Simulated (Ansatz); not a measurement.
C2H7GeN can be A, `C[N](C)[GeH]`, or B, `[CH3][GeH2][CH]=N`.

Isolated molecules relaxed with PBE0-D4/def2-TZVP in Ansatz; ΔE leaves out vibrations. CCSD(T)/CBS adds triple-zeta CCSD(T) − MP2 to the extrapolated MP2 energy (def2 sets, frozen cores). DFT in def2-TZVPP. B3LYP here is the variant with VWN-RPA as its local correlation; programs differ in this. For Ge outer-core shells are correlated without core-valence functions, which leaves a few kJ/mol of doubt a bond. Scalar relativity is left out up to krypton. Each species was taken in one conformer, which may not be the lowest.

(1) Which is lower in electronic energy at CCSD(T)/CBS, and by how much? (Best estimate.)

(2) Give E(B) − E(A) in kcal/mol with CCSD(T)/def2-TZVPP, B3LYP, B2PLYP, PBE-D4, CCSD/def2-TZVPP, B3LYP-D4, ωB97M-V. (An estimate is asked.)

Largest T1 diagnostic: 0.016.

Answers

(1) The calculation gave: A, by 3.7 kcal/mol.

(2) Computed: CCSD(T)/def2-TZVPP 1.0, B3LYP 5.9, B2PLYP 4.3, PBE-D4 6.5, CCSD/def2-TZVPP 1.0, B3LYP-D4 7.0, ωB97M-V 4.7. None reverses the order clearly.

The D4 term adds +1.1 kcal/mol with B3LYP and +0.5 kcal/mol with PBE0; it sums over pairs of atoms, weighted by their polarisabilities, and B3LYP, whose exchange is more repulsive, gets the larger term. From PBE to PBE0 (25 % exact exchange), in def2-TZVPP and without D4, E(B) − E(A) moves by −1.0 kcal/mol.
